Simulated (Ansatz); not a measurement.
**Abstraction of Cl: BClF2 + SnH2Cl → BF2 + SnH2Cl2**

Species: BClF2 (chlorodifluoroborane) `FB(F)Cl`, singlet; SnH2Cl `[Cl][SnH2]`, doublet; BF2 `F[B]F`, doublet; SnH2Cl2 `[Cl][SnH2][Cl]`, singlet. A radical takes Cl: the energy is the difference in strength between the B–Cl bond broken and the Sn–Cl bond made.

Shapes, held fixed at every level: PBE0-D4/def2-TZVP. Programs: Ansatz 0.2.0. The zero-point and thermal change to 298 K, harmonic and unscaled (PBE0-D4/def2-TZVP), is -0.6 kJ/mol.

```
               level                    kind  ΔH(298 K) (kJ/mol)  less CCSD(T)/def2-TZVPP  CPU time (sum over the molecules)
   PBE-D4/def2-TZVPP                     GGA              +131.6                     +1.3                               11 s
r2SCAN-D4/def2-TZVPP                meta-GGA              +126.9                     -3.4                               20 s
 BHLYP-D4/def2-TZVPP           global hybrid              +127.2                     -3.1                               12 s
  wB97X-V/def2-TZVPP  range-separated hybrid              +126.9                     -3.4                               31 s
   B2PLYP/def2-TZVPP           double hybrid              +130.1                     -0.2                               19 s
    CCSD(T)/def2-SVP   coupled cluster or CI              +149.4                    +19.1                              8.5 s
       CCSD/def2-SVP   coupled cluster or CI              +148.2                    +17.9                                  –
  CCSD(T)/def2-TZVPP   coupled cluster or CI              +130.3                      0.0                               58 s
```

The highest level, CCSD(T)/def2-TZVPP, gives ΔH(298 K) = +130.3 kJ/mol; the levels span +126.9 to +149.4. The column of differences is taken from that level and isn't an error. No measured value is set beside it here. Open shells run unrestricted. For atoms past krypton def2 sets carry core potentials with scalar relativity. Outer-core shells of Sn are correlated, in sets that cover them unevenly. Times are processor times on shared x86 and Arm servers, and rough.
